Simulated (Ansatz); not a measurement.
Sn₂Au⁻. Charge -1, multiplicity 3. Geometry B3LYP-D4/def2-TZVP, that of the neutral doublet; atoms count from 1.

Cartesian coordinates in Å:
```
Au 1.192 0.598 -0.826
Sn -0.458 0.744 1.367
Sn -0.734 -1.342 -0.541
```

In the def2 sets Au, Sn take a core potential; there is no spin–orbit coupling. The highest occupied level of the charge -1 triplet lies above zero (up to 0.50 eV). By energy differences its removal costs 0.95 eV (vertical, to the charge 0 doublet, at PBE0-D4/def2-TZVPD); a positive level beside a positive removal energy at the same level points to self-interaction error. At PBE0-D4/def2-TZVPD a singlet of charge -1 lies 0.87 eV below the triplet at the same geometry. The structure comes from a short search, and lower isomers may exist.

(1) Estimate the Mulliken populations from the PBE0/def2-TZVPD orbitals of Ansatz.

(2) Where does the spin sit?

(3) And the Mayer bond orders between bonded heavy atoms (over 0.3)?

Answers

(1) 
```
atom  charge (e)  spin (α − β)  d electrons
 Au1       -0.33          0.22         9.75
 Sn2       -0.34          0.89            –
 Sn3       -0.34          0.89            –
```
Mulliken values and Mayer orders depend strongly on the basis. With diffuse functions, as here, like atoms can get unlike values, and bond orders can come out too low or too high.

(2) Summed by element: Au 0.22, Sn 1.78, of 2 unpaired in all. Largest on single atoms: Sn2 0.89, Sn3 0.89, Au1 0.22.

(3) Au1–Sn2 0.92 (2.75 Å); Au1–Sn3 0.92 (2.75 Å); Sn2–Sn3 1.48 (2.84 Å).
